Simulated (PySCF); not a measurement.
Some computed properties have been withheld. Give your best values.

Compound: cyclo-(SiH2)4.
Bonds: Si1–Si4, Si1–Si10, Si4–Si7, Si7–Si10. Hydrogens: H2, H3 on Si1; H5, H6 on Si4; H8, H9 on Si7; H11, H12 on Si10.

```json
{"property": "rotational constants A, B, C", "level": "PBE0-D3(BJ)/def2-SVP", "value": "?"}
{"property": "dipole moment", "level": "B3LYP/def2-SVPD", "value": "0.02 D"}
{"property": "HOMO energy", "level": "B3LYP/def2-SVPD", "value": "-7.34 eV"}
{"property": "LUMO energy", "level": "B3LYP/def2-SVPD", "value": "-1.50 eV"}
{"property": "lowest singlet excitation", "level": "TDDFT B3LYP/def2-SVPD", "value": "?"}
{"property": "strongest line among the 10 lowest singlet transitions", "level": "TDDFT B3LYP/def2-SVPD", "value": "S6/S7 at 6.01 eV (206 nm, f = 0.285 summed over these states)"}
{"property": "lowest triplet excitation (Tamm–Dancoff)", "level": "TDA B3LYP/def2-SVPD", "value": "?"}
{"property": "static isotropic polarisability", "level": "B3LYP/def2-SVPD", "value": "?"}
{"property": "electronic spatial extent ⟨r²⟩ about the centre of nuclear charge", "level": "B3LYP/def2-SVPD", "value": "925 bohr²"}
{"property": "1H chemical shifts (computed TMS as zero) by class", "level": "GIAO PBE0/pcSseg-1", "value": "4.23 (H2/H3/H5/H6/H8/H9/H11/H12) ppm"}
{"property": "isotropic shieldings of nuclei other than C and H, by class", "level": "GIAO PBE0/pcSseg-1", "value": "436 (Si1/Si4/Si7/Si10) ppm"}
{"property": "core binding energies", "level": "ΔSCF SCAN, pcX-2 on the ionised atom, pcseg-1 elsewhere, spin-free X2C, 2p3/2 from a spin–orbit splitting computed afterwards within the 2p shell", "value": "Si2p3/2 106.1 (Si1/Si4/Si7/Si10), Si1s 1845.8 (Si1/Si4/Si7/Si10) eV"}
```

Gas-phase values; electronic properties from PySCF, density fitting. Geometry: PBE0-D3(BJ)/def2-SVP, one conformer, isolated molecule.

(1) Give the rotational constants A, B, C.

(2) Give the lowest singlet excitation.

(3) Give the lowest triplet excitation (Tamm–Dancoff).

(4) Give the static isotropic polarisability.

## Answers

(1) 2.580, 2.579, 1.374 GHz.

(2) 4.71 eV (263 nm, f = 0.000).

(3) 4.50 eV.

(4) 122.4 au.

In wavenumbers S1 is 38000 cm⁻¹ (1 eV = 8065.54 cm⁻¹). The polarisability is 18.14 Å³ as a volume (1 au = 0.148185 Å³), or 1.91 au for each of the 64 electrons. The largest Löwdin shares of the LUMO are 0.18 on Si1, 0.18 on Si10, 0.18 on Si4 and 0.18 on Si7. The largest Löwdin shares of the HOMO are 0.22 on Si7, 0.22 on Si4, 0.21 on Si10 and 0.21 on Si1. With B = h/(8π²I), that is 505.379 GHz u Å² over I, the principal moments of inertia are 195.9, 195.9 and 367.9 u Å² (most abundant isotopes); the inertial defect Ic − Ia − Ib is -23.9 u Å² (zero for a rigid planar frame, negative otherwise). The vertical singlet–triplet gap S1 − T1 is 0.21 eV (TDDFT singlet less Tamm–Dancoff triplet; S1: HOMO→LUMO, weight 1.00; T1: HOMO→LUMO, weight 0.98).
